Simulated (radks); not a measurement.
Co, configuration [Ar] 3d5 4s2 4f2 (not the ground configuration). Calculated with a radial shooting solver on a logarithmic mesh with Libxc functionals: Dirac Kohn-Sham, BLYP, spin-unpolarised, spherical densities, point nucleus; open shells are shared between the two j in proportion to 2j + 1.

Unscreened Slater integrals over Kohn-Sham orbitals (cm^-1). Large and small components are both included. Empty in this configuration: 4p1/2.

| integral | value |
|---|---|
| F0(4f7/2,4f7/2) | 18525 |
| F2(4f7/2,4f7/2) | 9948.1 |
| F4(4f7/2,4f7/2) | 6546.2 |
| F6(4f7/2,4f7/2) | 4811.2 |
| F0(4f7/2,4f5/2) | 18525 |
| F2(4f7/2,4f5/2) | 9948.1 |
| F4(4f7/2,4f5/2) | 6546.2 |
| G2(4f7/2,4f5/2) | 9948.0 |
| G4(4f7/2,4f5/2) | 6546.2 |
| G6(4f7/2,4f5/2) | 4811.2 |
| F0(4f7/2,4s1/2) | 23705 |
| G3(4f7/2,4s1/2) | 422.87 |
| F0(4f7/2,3d5/2) | 23748 |
| F2(4f7/2,3d5/2) | 511.29 |
| F4(4f7/2,3d5/2) | 62.788 |
| G1(4f7/2,3d5/2) | 40.454 |
| G3(4f7/2,3d5/2) | 22.630 |
| G5(4f7/2,3d5/2) | 15.362 |
| F0(4f7/2,4p1/2) | 23663 |
| G4(4f7/2,4p1/2) | 609.00 |
| F0(4f5/2,4f5/2) | 18525 |
| F2(4f5/2,4f5/2) | 9948.2 |
| F4(4f5/2,4f5/2) | 6546.2 |
| F0(4f5/2,4s1/2) | 23705 |
| G3(4f5/2,4s1/2) | 422.93 |
| F0(4f5/2,3d5/2) | 23749 |
| F2(4f5/2,3d5/2) | 511.34 |
| F4(4f5/2,3d5/2) | 62.805 |
| G1(4f5/2,3d5/2) | 40.459 |
| G3(4f5/2,3d5/2) | 22.632 |
| G5(4f5/2,3d5/2) | 15.364 |
| F0(4f5/2,4p1/2) | 23663 |
| G2(4f5/2,4p1/2) | 939.73 |
| F0(4s1/2,4s1/2) | 88565 |
| F0(4s1/2,3d5/2) | 111350 |
| G2(4s1/2,3d5/2) | 12333 |
| F0(4s1/2,4p1/2) | 81283 |
| G1(4s1/2,4p1/2) | 54185 |
| F0(3d5/2,3d5/2) | 223180 |
| F2(3d5/2,3d5/2) | 104830 |
| F4(3d5/2,3d5/2) | 65536 |
| F0(3d5/2,4p1/2) | 97184 |
| G3(3d5/2,4p1/2) | 7674.0 |
| F0(4p1/2,4p1/2) | 75741 |
